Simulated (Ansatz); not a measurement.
Ansatz (a quantum-chemistry and plane-wave program) input (B3LYP-D3(BJ)/def2-TZVP):

Ansatz 0.2 input:
```yaml
crystal:
  periodic: [false, false, false]
  atoms:
    - {symbol: Be, position_ang: [0.02343723, 0.01102085, 0.03165426]}
    - {symbol: H, position_ang: [0.51237287, -0.69122130, 0.91987137]}
    - {symbol: H, position_ang: [-0.57356470, 0.71482606, -0.94237816]}
basis:
  gaussian:
    orbitals: def2-TZVP
hamiltonian:
  xc: b3lyp
  dispersion: d3bj
total_charge: -1
magnetization: {spin_polarized: true, initial_magnetization: 1}
relax: {f_tol: 0.002, max_steps: 150}
```

Output:

```
Functional definition: B3LYP
integrals: 0.00 GiB planned
229 factors; their error is unknown
mean field: 0.07 GiB planned
mean field evaluation 1: about -431.8852 eV, gradient 4.5e0 eV
mean field evaluation 2: about -432.0492 eV, gradient 1.7e0 eV
mean field evaluation 4: about -432.0903 eV, gradient 2.0e-1 eV
mean field evaluation 8: about -432.0951 eV, gradient 2.0e-2 eV
mean field evaluation 16: about -432.0949 eV, gradient 2.7e-3 eV
mean field evaluation 32: about -432.0858 eV, gradient 2.9e-5 eV
mean field evaluation 64: about -431.7706 eV, gradient 2.5e0 eV
mean field -432.09491348 eV, -15.8791951859 hartree, gradient 5.9e-6 eV, S^2 0.752921; 7 other end points of the search recorded, 0 dependent functions left out
the calculation of the forces begins
reference -432.09511078 eV, -15.8792024365 hartree; 4, 3 occupied and 27, 28 virtual orbitals, 229 factors
relax step   1: F+E_penalty+E_count = -432.12094582 eV  Δ(F+E_penalty+E_count) = +0.000e0 eV  max|allowed force component| = 1.582e0 eV/Å  Δτ_max = 0.0000 Å  (165 SCF iters, accepted)
these checks for a lower state are left out or cut short: starts, cluster_reference, orbital_swaps, neighbouring_geometries, increment
integrals: 0.00 GiB planned
229 factors; their error is unknown
mean field: 0.07 GiB planned
mean field -432.23453879 eV, -15.8843263215 hartree, gradient 6.9e-6 eV, S^2 0.752818; 0 other end points of the search recorded, 0 dependent functions left out
the calculation of the forces begins
reference -432.23474633 eV, -15.8843339484 hartree; 4, 3 occupied and 27, 28 virtual orbitals, 229 factors
relax step   2: F+E_penalty+E_count = -432.26043677 eV  Δ(F+E_penalty+E_count) = -1.395e-1 eV  max|allowed force component| = 8.004e-1 eV/Å  Δτ_max = 0.0578 Å  (46 SCF iters, accepted)
these checks for a lower state are left out or cut short: starts, cluster_reference, orbital_swaps, neighbouring_geometries, increment
integrals: 0.00 GiB planned
229 factors; their error is unknown
mean field: 0.07 GiB planned
mean field evaluation 96: about -432.4233 eV, gradient 2.3e-5 eV
mean field -432.42332318 eV, -15.8912640199 hartree, gradient 2.3e-5 eV, S^2 0.751314; 0 other end points of the search recorded, 0 dependent functions left out
the calculation of the forces begins
reference -432.42352372 eV, -15.8912713896 hartree; 4, 3 occupied and 27, 28 virtual orbitals, 229 factors
relax step   3: F+E_penalty+E_count = -432.44939895 eV  Δ(F+E_penalty+E_count) = -1.890e-1 eV  max|allowed force component| = 7.021e-1 eV/Å  Δτ_max = 0.1936 Å  (32 SCF iters, accepted)
these checks for a lower state are left out or cut short: starts, cluster_reference, orbital_swaps, neighbouring_geometries, increment
integrals: 0.00 GiB planned
229 factors; their error is unknown
mean field: 0.07 GiB planned
mean field -432.53952276 eV, -15.8955342756 hartree, gradient 1.9e-5 eV, S^2 0.751034; 0 other end points of the search recorded, 0 dependent functions left out
the calculation of the forces begins
reference -432.53972063 eV, -15.8955415474 hartree; 4, 3 occupied and 27, 28 virtual orbitals, 229 factors
relax step   4: F+E_penalty+E_count = -432.56563162 eV  Δ(F+E_penalty+E_count) = -1.162e-1 eV  max|allowed force component| = 3.939e-1 eV/Å  Δτ_max = 0.0737 Å  (30 SCF iters, accepted)
these checks for a lower state are left out or cut short: starts, cluster_reference, orbital_swaps, neighbouring_geometries, increment
integrals: 0.00 GiB planned
229 factors; their error is unknown
mean field: 0.07 GiB planned
mean field -432.59452205 eV, -15.8975554621 hartree, gradient 1.4e-5 eV, S^2 0.750854; 0 other end points of the search recorded, 0 dependent functions left out
the calculation of the forces begins
reference -432.59472300 eV, -15.8975628471 hartree; 4, 3 occupied and 27, 28 virtual orbitals, 229 factors
relax step   5: F+E_penalty+E_count = -432.62092976 eV  Δ(F+E_penalty+E_count) = -5.530e-2 eV  max|allowed force component| = 2.466e-1 eV/Å  Δτ_max = 0.1299 Å  (26 SCF iters, accepted)
these checks for a lower state are left out or cut short: starts, cluster_reference, orbital_swaps, neighbouring_geometries, increment
integrals: 0.00 GiB planned
229 factors; their error is unknown
mean field: 0.07 GiB planned
mean field -432.60074655 eV, -15.8977842083 hartree, gradient 1.4e-5 eV, S^2 0.750864; 0 other end points of the search recorded, 0 dependent functions left out
the calculation of the forces begins
reference -432.60094376 eV, -15.8977914556 hartree; 4, 3 occupied and 27, 28 virtual orbitals, 229 factors
relax step   6: F+E_penalty+E_count = -432.62707197 eV  Δ(F+E_penalty+E_count) = -6.142e-3 eV  max|allowed force component| = 2.286e-2 eV/Å  Δτ_max = 0.0304 Å  (27 SCF iters, accepted)
these checks for a lower state are left out or cut short: starts, cluster_reference, orbital_swaps, neighbouring_geometries, increment
integrals: 0.00 GiB planned
229 factors; their error is unknown
mean field: 0.07 GiB planned
mean field evaluation 128: about -432.6008 eV, gradient 7.5e-6 eV
mean field -432.60080244 eV, -15.8977862623 hartree, gradient 7.5e-6 eV, S^2 0.750866; 0 other end points of the search recorded, 0 dependent functions left out
the calculation of the forces begins
reference -432.60099983 eV, -15.8977935162 hartree; 4, 3 occupied and 27, 28 virtual orbitals, 229 factors
relax step   7: F+E_penalty+E_count = -432.62712492 eV  Δ(F+E_penalty+E_count) = -5.294e-5 eV  max|allowed force component| = 3.167e-3 eV/Å  Δτ_max = 0.0032 Å  (23 SCF iters, accepted)
these checks for a lower state are left out or cut short: starts, cluster_reference, orbital_swaps, neighbouring_geometries, increment
integrals: 0.00 GiB planned
229 factors; their error is unknown
mean field: 0.07 GiB planned
mean field -432.60080335 eV, -15.8977862958 hartree, gradient 2.7e-5 eV, S^2 0.750865; 0 other end points of the search recorded, 0 dependent functions left out
the calculation of the forces begins
reference -432.60100071 eV, -15.8977935487 hartree; 4, 3 occupied and 27, 28 virtual orbitals, 229 factors
relax step   8: F+E_penalty+E_count = -432.62712651 eV  Δ(F+E_penalty+E_count) = -1.591e-6 eV  max|allowed force component| = 2.472e-4 eV/Å  Δτ_max = 0.0005 Å  (18 SCF iters, accepted)
integrals: 0.00 GiB planned
229 factors; their error is unknown
mean field: 0.07 GiB planned
mean field -432.60080335 eV, -15.8977862958 hartree, gradient 2.7e-5 eV, S^2 0.750865; 2 other end points of the search recorded, 0 dependent functions left out
the calculation of the forces begins
reference -432.60100071 eV, -15.8977935487 hartree; 4, 3 occupied and 27, 28 virtual orbitals, 229 factors
Total energy: -432.62732387 eV, -15.8987609071 hartree
Atom 0 at     0.295565     0.297273     0.039053 Å, force    -0.000247    -0.000143    -0.000091 eV/Å
Atom 1 at     0.357704    -0.810106     0.884158 Å, force     0.000115     0.000044     0.000059 eV/Å
Atom 2 at    -0.691023     0.547459    -0.914063 Å, force     0.000132     0.000099     0.000033 eV/Å
Dipole moment:    -0.307042    -0.284711    -0.035869 e Å
```
